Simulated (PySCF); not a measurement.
## Telling isomers of C₇H₉OP apart by NMR

Calculated, not measured (PySCF 2.14): GFN2-xTB structure, NMR shieldings at PBE0/pcSseg-1/GIAO. Equivalent nuclei averaged, relativity neglected, a single conformation, in vacuum.

Chemical shifts δ = σref − σ; $^{1}$H (σref 31.72) and $^{13}$C (σref 186.93) vs TMS, all at this level. Splittings of carbon signals by F and P are missing where no couplings were computed. Where no couplings were computed, multiplicities follow the n + 1 count of equivalent neighbours, and m marks all less simple cases (inequivalent or close neighbours, rings, F or P nearby). Shifts are as computed. Against solution values, carbons near 30 ppm lie about +3 ppm off and those near 130 ppm about +5 ppm. Of 1309 compounds with measured shifts, 239 miss one by over three times the rms of a fit or turn the order of signals round; such compounds aren't used in these exercises.

(1) Tabulate the signals of `COc1ccc(C)cp1`, `C[P@@H](=O)c1ccccc1` and their relative energies.

(2) What is the quickest way to tell COc1ccc(C)cp1 from C[P@@H](=O)c1ccccc1?

## Answers

(1) 
```json
{"SMILES": "COc1ccc(C)cp1", "carbon types": "2×C 3×CH 2×CH3", "δC": "203.3, 159.0, 141.3, 137.8, 128.1, 59.9, 26.9", "δH": "8.70 (m, 1H), 7.64 (m, 1H), 7.59 (m, 1H), 4.13 (s, 3H), 2.59 (s, 3H)", "E rel. (kcal/mol)": "25.2"}
{"SMILES": "C[P@@H](=O)c1ccccc1", "carbon types": "1×C 5×CH 1×CH3", "δC": "140.0, 137.3, 135.2, 133.9, 21.8", "δH": "7.98 (m, 1H), 7.93 (m, 2H), 7.79 (m, 1H), 7.78 (m, 2H), 1.47 (m, 3H)", "E rel. (kcal/mol)": "0.0"}
```

Energies are electronic energies at PBE0/pcSseg-1 on these geometries, without zero-point or thermal terms, each for the one conformer computed, which needn't be the lowest.

(2) Count the carbon signals: 7 against 5. The first has an aromatic carbon bearing oxygen (C) at 203.3 ppm, the second a methyl carbon bonded to P (CH3) at 21.8 ppm. Their most deshielded carbons lie at 203.3 and 140.0 ppm. In the proton spectra the most deshielded non-exchanging signals are 8.70 (m, 1H) and 7.98 (m, 1H).
